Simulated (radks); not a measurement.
Values are calculated unless marked as measured or tabulated.
Yb3+, 67 electrons, occupied as [Xe] 4f13 (the NIST ground configuration). Code: a radial shooting solver on a logarithmic mesh with Libxc functionals. Model: Dirac Kohn-Sham, exchange-only PBE, spin-unpolarised, spherical densities, finite nucleus; open shells fill j = l - 1/2 first; Fermi nuclear charge, rms radius 5.3108 fm.

Unscreened Slater integrals over Kohn-Sham orbitals (hartree). Large and small components are both included.

\begin{tabular}{lr}
integral & value \\ \hline
F0(4f7/2,4f7/2) & 1.2642 \\
F2(4f7/2,4f7/2) & 0.59157 \\
F4(4f7/2,4f7/2) & 0.36937 \\
F6(4f7/2,4f7/2) & 0.26524 \\
F0(4f7/2,4f5/2) & 1.2754 \\
F2(4f7/2,4f5/2) & 0.59742 \\
F4(4f7/2,4f5/2) & 0.37315 \\
G2(4f7/2,4f5/2) & 0.59563 \\
G4(4f7/2,4f5/2) & 0.37208 \\
G6(4f7/2,4f5/2) & 0.26724 \\
F0(4f7/2,5p3/2) & 0.76334 \\
F2(4f7/2,5p3/2) & 0.25137 \\
G2(4f7/2,5p3/2) & 0.12759 \\
G4(4f7/2,5p3/2) & 0.098482 \\
F0(4f7/2,5p1/2) & 0.81152 \\
G4(4f7/2,5p1/2) & 0.11683 \\
F0(4f5/2,4f5/2) & 1.2869 \\
F2(4f5/2,4f5/2) & 0.60351 \\
F4(4f5/2,4f5/2) & 0.37709 \\
F0(4f5/2,5p3/2) & 0.76592 \\
F2(4f5/2,5p3/2) & 0.24880 \\
G2(4f5/2,5p3/2) & 0.12360 \\
G4(4f5/2,5p3/2) & 0.095883 \\
F0(4f5/2,5p1/2) & 0.81457 \\
G2(4f5/2,5p1/2) & 0.14923 \\
F0(5p3/2,5p3/2) & 0.63094 \\
F2(5p3/2,5p3/2) & 0.33952 \\
F0(5p3/2,5p1/2) & 0.65360 \\
G2(5p3/2,5p1/2) & 0.34634 \\
F0(5p1/2,5p1/2) & 0.67974 \\
\end{tabular}
